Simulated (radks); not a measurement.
All-electron atom: Nd in [Xe] 4f4 6s2.

Calculated with a radial shooting solver on a logarithmic mesh with Libxc functionals: scalar-relativistic Kohn-Sham, LDA (Slater exchange, VWN5 correlation), spin-polarised, spherical densities, point nucleus; open shells are filled with parallel spins first (spin-orbit coupling, left out, can overturn this in heavy ions); hard spherical wall at 8 bohr.

Energy parts (Ry):
total: -19234.3730
kinetic: 20467.8349
electron-nucleus: -46735.3636
Hartree: 7463.9312
exchange-correlation: -430.7755

Orbitals (lengths in bohr, moments of r in powers of bohr):
| orbital | occ. | eigenvalue (Ry) | <r^4> | <r> | <r^2> |
|---|---|---|---|---|---|
| 1s down | 1 | -3186.833 | 1.530e-06 | 0.02365 | 0.0007609 |
| 1s up | 1 | -3186.833 | 1.530e-06 | 0.02365 | 0.0007609 |
| 2s up | 1 | -515.4411 | 0.0002493 | 0.1010 | 0.01205 |
| 2s down | 1 | -515.4388 | 0.0002493 | 0.1010 | 0.01205 |
| 2p up | 3 | -460.9787 | 0.0001834 | 0.08883 | 0.009630 |
| 2p down | 3 | -460.9771 | 0.0001834 | 0.08882 | 0.009630 |
| 3s up | 1 | -111.7434 | 0.009981 | 0.2667 | 0.08127 |
| 3s down | 1 | -111.6626 | 0.009962 | 0.2666 | 0.08120 |
| 3p up | 3 | -94.56657 | 0.01042 | 0.2648 | 0.08127 |
| 3p down | 3 | -94.48641 | 0.01039 | 0.2647 | 0.08118 |
| 3d up | 5 | -70.67103 | 0.008514 | 0.2419 | 0.06892 |
| 3d down | 5 | -70.60800 | 0.008484 | 0.2418 | 0.06882 |
| 4s up | 1 | -22.20062 | 0.2533 | 0.6078 | 0.4170 |
| 4s down | 1 | -21.99407 | 0.2532 | 0.6076 | 0.4168 |
| 4p up | 3 | -16.57208 | 0.3332 | 0.6437 | 0.4714 |
| 4p down | 3 | -16.36501 | 0.3332 | 0.6436 | 0.4713 |
| 4d up | 5 | -8.57007 | 0.5530 | 0.7077 | 0.5815 |
| 4d down | 5 | -8.36386 | 0.5560 | 0.7080 | 0.5822 |
| 5s up | 1 | -2.96882 | 8.746 | 1.467 | 2.423 |
| 5s down | 1 | -2.84055 | 9.153 | 1.481 | 2.473 |
| 5p up | 3 | -1.60696 | 18.06 | 1.724 | 3.386 |
| 5p down | 3 | -1.50763 | 19.45 | 1.752 | 3.499 |
| 6s up | 1 | -0.21718 | 403.1 | 3.974 | 17.36 |
| 6s down | 1 | -0.20142 | 420.6 | 4.026 | 17.79 |
| 4f up | 4 | -0.14051 | 10.53 | 1.102 | 1.703 |
| 5d up | 0 | -0.11056 | 190.0 | 3.001 | 10.59 |
| 5d down | 0 | -0.07555 | 218.7 | 3.132 | 11.48 |
| 6p up | 0 | 0.00990 | 614.4 | 4.520 | 22.11 |
| 6p down | 0 | 0.02117 | 631.5 | 4.557 | 22.46 |
| 4f down | 0 | 0.03202 | 20.19 | 1.209 | 2.185 |
| 7s up | 0 | 0.49208 | 966.0 | 4.839 | 26.69 |
| 7s down | 0 | 0.50841 | 964.9 | 4.828 | 26.61 |

The highest occupied level is 4f up at -1.912 eV. Summed over all electrons, <r^2> = 78.41 bohr^2, which gives a Langevin (diamagnetic) susceptibility term of -62.1 x 10^-6 cm^3/mol. Spin moment in Bohr magnetons: 4.
